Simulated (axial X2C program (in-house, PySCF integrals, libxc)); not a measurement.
# Curves of DyO⁺ from open-shell CI on f9 s0

Calculated with an in-house all-electron X2C program for linear molecules (integrals from PySCF): two-component X2C with atomic mean-field Coulomb and Gaunt terms, basis Dy dyall-v3z, O dyall-v3z (cores contracted in-house). Orbitals come from Hartree–Fock averaged over the configuration Dy f9 s0; CI then distributes these electrons over the f, s shells of Dy.

Scan along the bond; masses Dy 163.929 u, O 15.995 u. Energies in cm⁻¹ from the lowest point; levels are followed by energy order within each Ω. Lowest level at 1.738 Å: 100% f9.

```
R (Å)  (1)Ω=15/2  (1)Ω=13/2  (1)Ω=11/2  (1)Ω=9/2  (1)Ω=7/2  (1)Ω=5/2  (1)Ω=1/2
1.616       3686       4592       5330      5811      6014      6025      5915
1.677        872       1699       2370      2822      3045      3103      3061
1.738          0        760       1376      1804      2040      2132      2143
1.808        870       1564       2128      2533      2777      2897      2953
1.877       3222       3860       4382      4766      5013      5150      5238
1.955       7183       7768       8249      8612      8858      9007      9119
2.051      13341      13870      14308     14646     14886     15041     15170
```

Task: Fit the curves (1)Ω=15/2, (1)Ω=13/2, (1)Ω=11/2, (1)Ω=9/2, (1)Ω=7/2, (1)Ω=5/2, (1)Ω=1/2 near their minima.

Result: From the open-shell CI curves, Te from the lowest:

```
    level  Te (cm⁻¹)  Re (Å)  ωe (cm⁻¹)
(1)Ω=15/2          0   1.740      971.9
(1)Ω=13/2        756   1.742      970.1
(1)Ω=11/2       1368   1.744      969.2
 (1)Ω=9/2       1794   1.745      968.5
 (1)Ω=7/2       2031   1.745      967.5
 (1)Ω=5/2       2126   1.744      966.6
 (1)Ω=1/2       2141   1.742      966.1
```

Without dynamic correlation distances can be off by several hundredths of an Å (long for ionic bonds, short for multiple bonds) and the wavenumbers are rough.

The 7 lowest curves are shown; the next is (1)Ω=3/2, from 2148 cm⁻¹.

There is no dynamic correlation: spin–orbit spacings and, for f shells, spacings inside one term are the most reliable numbers, splittings between terms come out too wide, and energies between configurations are not reliable, so the lowest level need not be the ground state of the molecule. At most 4 roots were kept for each Ω > 0 (twice that for Ω = 0) within 2.2 eV of the lowest, so higher up levels can be missing between those listed; levels with Ω > 0 are doubly degenerate and listed once, Ω = 0 levels singly. States that fill the shells left empty in the average are placed too high.
